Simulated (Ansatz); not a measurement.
A structure relaxed at B3LYP-D4/def2-SVP in Ansatz, charge 0, doublet:

```csv
atom,x (Å),y (Å),z (Å)
Cu1,-1.752,-0.763,-1.314
Cu2,0.411,-1.490,-0.610
Cu3,0.428,2.191,1.524
Cu4,1.497,0.186,0.853
Cu5,-1.037,1.072,0.025
H6,-2.362,0.665,-0.944
H7,-0.856,-2.095,-1.484
H8,1.868,1.447,1.829
H9,1.803,-1.214,0.120
```

Give its formula.

the cluster Cu₅H₄.

Summarise the bond lengths by kind (pairs closer than 1.2 times the sum of covalent radii, bridged metal pairs left out).

3 × Cu–Cu 2.38 to 3.01 Å; 8 × Cu–H 1.60 to 1.69 Å.

The relaxation made no stability test and no search for a lower SCF solution. No other spin state of charge 0 was run. Another isomer (doublet) lies 0.42 eV lower at PBE0-D4/def2-TZVP; other spin states weren't run for this one.
